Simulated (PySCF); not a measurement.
## State search for NiF

Unrestricted PBE0; Ni def2-TZVPPD, F def2-TZVPPD; no relativity (PySCF 2.14). Outer shells of the fragments: Ni 3d8 4s2; F 2s2 2p5.

Followed along the bond (rough minima from three points):

```
2Ms+1   unpaired  ⟨S²⟩ at the start  R at minimum (Å)  Te (eV)
    2        σ ↑               0.75              1.78     0.00
    2        π ↑               0.86              1.76     0.05
    2        δ ↑               0.98              1.77     0.13
    4  σ ↑↑, δ ↑               3.75              1.79     0.68
    4  σ ↑↑, π ↑               3.75              1.77     0.70
    4  σ ↑, π ↑↑               3.75              1.76     0.89
```

Solutions found at the starting distance of 1.670 Å, counted from the lowest of them; the search is not exhaustive and high or unbound solutions are not listed, so other states can lie among these:

```csv
2Ms+1,unpaired,term,E (eV),⟨S²⟩,⟨Lz²⟩,μ (D)
2,σ ↑,²Σ⁺,0.00,0.75,0.00,-4.73
2,π ↑,²Π,0.01,0.86,1.11,-4.59
2,δ ↑,²Δ,0.12,0.98,4.00,-4.26
4,"σ ↑↑, π ↑",mixed,0.69,3.75,2.25,-1.70
4,"σ ↑↑, δ ↑",⁴Δ,0.74,3.75,4.00,-2.05
4,"σ ↑, π ↑↑",⁴Σ⁻,0.87,3.75,0.00,-1.54
4,"σ ↑, π ↑, δ ↑",mixed,1.45,3.75,5.01,-1.84
2,"σ ↑↑, π ↓",mixed,1.49,1.75,1.60,-1.45
2,"σ ↑↑, δ ↓",mixed,1.65,1.75,4.00,-1.75
2,"σ ↑, π ↑↓",mixed,1.72,1.75,2.00,-1.35
4,"σ ↑, π ↑, δ ↑",mixed,1.76,3.75,3.64,-1.60
4,"σ ↑, π ↑, δ ↑",mixed,4.45,3.76,5.01,-2.78
4,"σ ↑, π ↑↑",mixed,4.46,3.75,3.45,-2.53
4,"σ ↑, π ↑↑",mixed,4.53,3.76,3.04,-2.45
```

A term symbol is given only where ⟨S²⟩ and ⟨Lz²⟩ are close to those of a pure state; real π, δ and φ orbitals otherwise mix terms. A positive dipole means Ni(−)F(+).

With d or f electrons several states lie close, and the lowest PBE0 determinant need not be the measured ground state.
